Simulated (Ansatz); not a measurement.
Reaction (redistribution): `F[SiH](Cl)C#[C][GeH3]` + `N#C[SiH3]` → `N#C[SiH](F)Cl` + `[SiH3]C#[C][GeH3]`

Computed with Ansatz on PBE0-D4/def2-TZVP structures; ΔE is electronic, products minus reactants. CCSD(T)/CBS adds triple-zeta CCSD(T) − MP2 to the extrapolated MP2 energy (def2 sets, frozen cores). This one scheme is used for every species. Functionals use def2-TZVPP. B3LYP here is the variant with VWN-RPA as its local correlation; programs differ in this. HSE06 is defined as in plane-wave codes. For Ge outer-core shells are correlated without core-valence functions, which leaves a few kJ/mol of doubt a bond. Scalar relativity is left out up to krypton.

| level | ΔE (kJ/mol) | difference from CCSD(T)/CBS |
| --- | --- | --- |
| r2SCAN-D4 | 13.4 | -0.6 |
| B3LYP-D4 | 14.1 | 0.1 |
| CAM-B3LYP-D4 | 14.5 | 0.5 |
| ωB97X-V | 13.9 | -0.1 |
| r2SCAN | 13.2 | -0.8 |
| PBE0 | 13.5 | -0.5 |
| B3LYP | 14.1 | 0.1 |
| r2SCAN0 | 13.6 | -0.4 |
| HSE06 | 13.4 | -0.6 |
| MP2/def2-SVP | 12.3 | -1.7 |
| CCSD(T)/CBS | 14.0 | 0 |

Largest T1 diagnostic among the species: 0.013.

Leaving LDA and LC-ωPBE aside and taking each functional with its dispersion term where it has one, the values, not all of them listed here, spread over 3.2 kJ/mol, from B97M-V to BHLYP-D4.
